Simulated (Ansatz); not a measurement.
CH₅NOSi (`N[SiH2]C=O`). Charge 0, multiplicity 1.

Cartesian coordinates in Å:
```
N -1.007 -0.172 -1.049
Si 0.058 0.722 -0.074
C 0.939 -0.633 0.969
O 0.601 -1.789 0.887
H -1.750 0.208 -1.606
H -1.121 -1.151 -0.837
H -0.571 1.687 0.876
H 1.087 1.487 -0.833
H 1.765 -0.357 1.667
```

(1) List the harmonic frequencies (cm⁻¹, unscaled) at PBE0-D4/def2-TZVP in Ansatz. (An estimate is asked.)

(2) Is this a minimum?

(3) Give the ideal-gas thermochemistry at 298.15 K and 1 bar (rigid rotor, harmonic oscillator; point group C1, symmetry number 1).

(4) And at 400, 500, 600, 800 and 1000 K?

## Answers

(1) Computed: 106, 163, 176, 268, 411, 452, 614, 706, 769, 888, 915, 929, 989, 1390, 1559, 1772, 2181, 2203, 2840, 3609, 3727.

(2) Yes, all 21 modes are real.

(3) Zero-point energy 159.5 kJ/mol; H(298) − E = 178.7 kJ/mol; entropy 322.5 J/(mol·K), of which translation 162.7, rotation 105.2, vibration 54.6; G(298) − E = 82.5 kJ/mol.

(4) 
| T (K) | H − E (kJ/mol) | S (J/mol/K) | G − E (kJ/mol) |
| --- | --- | --- | --- |
| 400 | 189.2 | 352.9 | 48.1 |
| 500 | 201.1 | 379.3 | 11.4 |
| 600 | 214.1 | 402.9 | -27.7 |
| 800 | 242.8 | 444.1 | -112.5 |
| 1000 | 274.3 | 479.2 | -204.9 |
